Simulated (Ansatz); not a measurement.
`C[O][Al]([F])[Cl]` + `C[SeH]` → `C[Se][Al]([F])[Cl]` + CH₃OH at 400 K and 1 bar (ligand exchange at the Al–O bond).

Calculated with Ansatz (gas phase, PBE0-D4/def2-TZVP geometries, no zero-point term in ΔE). CCSD(T)/CBS adds triple-zeta CCSD(T) − MP2 to the extrapolated MP2 energy (def2 sets, frozen cores). This one scheme is used for every species. For Se outer-core shells are correlated without core-valence functions, which leaves a few kJ/mol of doubt a bond. Scalar relativity is left out up to krypton. One conformer a species, not always the lowest.

```
             species  CCSD(T)/CBS energy (Eh)  H − E (kJ/mol)  S (J/(mol·K))
 `C[O][Al]([F])[Cl]`               -916.81237           153.4          386.7
            `C[SeH]`              -2441.15625           135.4          284.5
`C[Se][Al]([F])[Cl]`              -3242.34628           146.4          420.2
               CH₃OH               -115.61712           151.2          252.6
```

H − E and S are ideal-gas, rigid-rotor, harmonic terms from PBE0-D4/def2-TZVP, for one conformer and one mirror image of each species. 1 Eh = 2625.50 kJ/mol, R = 8.31446 J/(mol·K).

By hand: ΔE, ΔH, ΔS and ΔG.

ΔE = (-3242.34628) + (-115.61712) − (-916.81237) − (-2441.15625) = 0.00522 Eh = 13.7 kJ/mol. Δ(H − E) = 146.4 + 151.2 − 153.4 − 135.4 = 8.8, so ΔH = 22.5 kJ/mol. ΔS = 420.2 + 252.6 − 386.7 − 284.5 = 1.6 J/(mol·K). ΔG = 22.5 − 400 × (1.6)/1000 = 21.9 kJ/mol.

By hand: the equilibrium constant, and the temperature at which ΔG would vanish if ΔH and ΔS stayed fixed.

log₁₀ K = −ΔG/(RT ln 10) = -2.9. ΔG = 0 at ΔH/ΔS = 14062 K, far beyond where these terms or the molecules hold.

The number of gas molecules stays the same, so ΔS is small and ΔH decides. A doubt of 5 kJ/mol in ΔE shifts log₁₀ K by 0.7 here. Other conformers and mirror images would add mixing entropy, several J/(mol·K) or more a flexible species. Modes under 60 cm⁻¹, often nearly free rotors, make the harmonic entropy too high. These are equilibria of isolated gas molecules and say nothing of rates. Largest T1 diagnostic: 0.011 (customary marks: 0.02 for closed shells, 0.045 for open ones).
